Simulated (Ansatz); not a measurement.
Input and output for CH₂AlFTe (`F[CH]1[AlH][Te]1`).

```yaml
crystal:
  periodic: [false, false, false]
  atoms:
    - {symbol: F, position_ang: [0.727531, -1.673586, -0.515512]}
    - {symbol: C, position_ang: [0.336254, -0.367837, -0.627771]}
    - {symbol: Al, position_ang: [-0.116041, 0.681943, 0.942089]}
    - {symbol: Te, position_ang: [-1.934978, -0.107107, -0.473762]}
    - {symbol: H, position_ang: [0.621737, 0.004443, -1.609613]}
    - {symbol: H, position_ang: [0.407495, 1.398045, 2.238367]}
basis:
  gaussian: {orbitals: def2-mTZVPP, fitting: {mean_field: def2-universal-jkfit}}
total_charge: -1
magnetization: {spin_polarized: false, initial_magnetization: 1}
hamiltonian: {xc: {name: wPBEh}}
output: {forces: true}
```

```sh
$ ansatz run in.yaml --threads 2 --pin off --events-out ev --progress --plain --max-ram 4352MiB
```

Shortened log:

```
Functional definition: wPBEh
534 factors; integrals over basis functions are off by at most 1.6e0 eV
534 factors; integrals over basis functions are off by at most 1.8e-7 eV
mean field evaluation 1: about -17669.4433 eV, gradient 3.3e1 eV
mean field evaluation 2: about -17669.4445 eV, gradient 3.3e1 eV
mean field evaluation 4: about -17671.8333 eV, gradient 4.5e0 eV
mean field evaluation 8: about -17671.9129 eV, gradient 2.0e-1 eV
mean field evaluation 16: about -17671.9129 eV, gradient 5.5e-4 eV
mean field -17671.91287676 eV, -649.4308197682 hartree, gradient 8.8e-6 eV, S^2 0.750000; 6 other end points of the search recorded, 0 dependent functions left out
reference -17671.91291603 eV, -649.4308212114 hartree; 28, 27 occupied and 83, 84 virtual orbitals, 534 factors
Total energy: -17671.91291603 eV, -649.4308212114 hartree
Atom 0 at     0.727531    -1.673586    -0.515512 Å, force     0.387677    -0.966109    -0.255023 eV/Å
Atom 1 at     0.336254    -0.367837    -0.627771 Å, force    -0.023378     0.580524     0.374242 eV/Å
Atom 2 at    -0.116041     0.681943     0.942089 Å, force     1.033847     1.173299     0.387601 eV/Å
Atom 3 at    -1.934978    -0.107107    -0.473762 Å, force    -1.363740    -0.515370    -0.795356 eV/Å
Atom 4 at     0.621737     0.004443    -1.609613 Å, force    -0.046989    -0.066130    -0.061670 eV/Å
Atom 5 at     0.407495     1.398045     2.238367 Å, force     0.012583    -0.206212     0.350207 eV/Å
Dipole moment:    -0.378553    -0.268495    -0.474192 e Å
```

It took 7.5 s on 2 threads of an Arm Neoverse V1 on a shared host, with 0.33 GiB of host memory at the peak.
